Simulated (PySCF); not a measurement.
How methods differ on the excitation energy of Mn²⁺

Mn²⁺ [Ar] 3d5 (6S) → Mn²⁺ [Ar] 3d4 4s1 (6D), as a difference of total energies. Calculation: PySCF 2.14, in x2c-TZVPPall with one added diffuse shell each of s, p, d, f type (7s6p5d3f1g, 80 functions); the spin-free X2C one-electron Hamiltonian (Gaussian nucleus). Correlated levels: valence and next inner shell: [Ne] frozen. The calculations carry no spin-orbit coupling.

```json
{"method": "UHF", "excitation energy (eV)": "7.373"}
{"method": "MP2 (valence and next inner shell)", "excitation energy (eV)": "8.071"}
{"method": "SCS-MP2 (valence and next inner shell)", "excitation energy (eV)": "7.756"}
{"method": "CCSD (valence and next inner shell)", "excitation energy (eV)": "7.799"}
{"method": "CCSD(T) (valence and next inner shell)", "excitation energy (eV)": "7.797"}
```

**Question.** How much does correlation contribute at CCSD(T) (valence and next inner shell)?

**Answer.** 7.797 − (7.373) = 0.424 eV, measured against UHF.
